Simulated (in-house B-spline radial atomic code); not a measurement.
**PBEsol excitations of P IV (P3+)**

Method: PBEsol. Computed with a B-spline radial code for spherical atoms: linear response of the closed shell [Ne] 3s2 with the functional's adiabatic kernel; scalar-relativistic (spin-free one-electron X2C), finite nucleus, no spin-orbit coupling, no double excitations, S, P, D and F terms only.

Command:
```bash
python run_td.py task.json out
```
Settings (radii: box in bohr, nucleus in fm):
```
Z                        15
electrons                12
configuration            [Ne] 3s2
hamiltonian              x2c
method                   pbesol
box_radius               23.08
rms_radius               3.1889
intervals                73
```

Time taken, with all properties: 0.5 s on 1 thread of Intel(R) Xeon(R) Platinum 8488C (Sapphire Rapids) (shared host).

The lowest states, in the order of their Tamm-Dancoff energies; the method's threshold (minus the highest occupied level) is 45.55 eV. Labels give the largest channel, * marks a mixed state, and oscillator strengths are full-response dipole values. Semilocal kernels can invert the small singlet-triplet splittings of Rydberg terms. Energies in eV:

```json
{"state": "3s → 3p 3P", "full response": "?", "Tamm-Dancoff": "?", "oscillator strength": "-"}
{"state": "3s → 3p 1P", "full response": "13.070", "Tamm-Dancoff": "13.602", "oscillator strength": "1.47"}
{"state": "3s → 3d 3D", "full response": "21.730", "Tamm-Dancoff": "21.840", "oscillator strength": "-"}
{"state": "3s → 3d 1D", "full response": "23.766", "Tamm-Dancoff": "23.774", "oscillator strength": "-"}
{"state": "3s → 4s 3S", "full response": "27.579", "Tamm-Dancoff": "27.589", "oscillator strength": "-"}
{"state": "3s → 4s 1S", "full response": "28.466", "Tamm-Dancoff": "28.489", "oscillator strength": "-"}
{"state": "3s → 4p 3P", "full response": "30.73", "Tamm-Dancoff": "30.74", "oscillator strength": "-"}
{"state": "3s → 4p 1P", "full response": "31.11", "Tamm-Dancoff": "31.14", "oscillator strength": "0.0556"}
{"state": "3s → 4d 3D", "full response": "34.92", "Tamm-Dancoff": "34.93", "oscillator strength": "-"}
{"state": "3s → 4d 1D", "full response": "?", "Tamm-Dancoff": "?", "oscillator strength": "-"}
{"state": "3s → 4f 3F", "full response": "36.19", "Tamm-Dancoff": "36.21", "oscillator strength": "-"}
{"state": "3s → 4f 1F", "full response": "36.29", "Tamm-Dancoff": "36.29", "oscillator strength": "-"}
{"state": "3s → 5s 3S", "full response": "36.50", "Tamm-Dancoff": "36.51", "oscillator strength": "-"}
{"state": "3s → 5s 1S", "full response": "36.74", "Tamm-Dancoff": "36.74", "oscillator strength": "-"}
{"state": "3s → 5p 3P", "full response": "37.72", "Tamm-Dancoff": "37.72", "oscillator strength": "-"}
{"state": "3s → 5p 1P", "full response": "37.81", "Tamm-Dancoff": "37.82", "oscillator strength": "0.0242"}
```

Question: Where does 3s → 4d 1D lie?

Answer: At 35.20 eV in full response, 35.21 eV in Tamm-Dancoff.

Question: Where does 3s → 3p 3P lie?

Answer: At 7.909 eV in full response, 8.187 eV in Tamm-Dancoff.

Question: How large is the singlet-triplet splitting of 3s → 3p (P terms) in Tamm-Dancoff?

Answer: 5.41 eV, from the unrounded values.

Question: What polarisabilities and dispersion coefficient does the method give?

Answer: Dipole 6.605 bohr³, quadrupole 13.75 bohr⁵, C6 16.57 hartree·bohr⁶ for two such species.
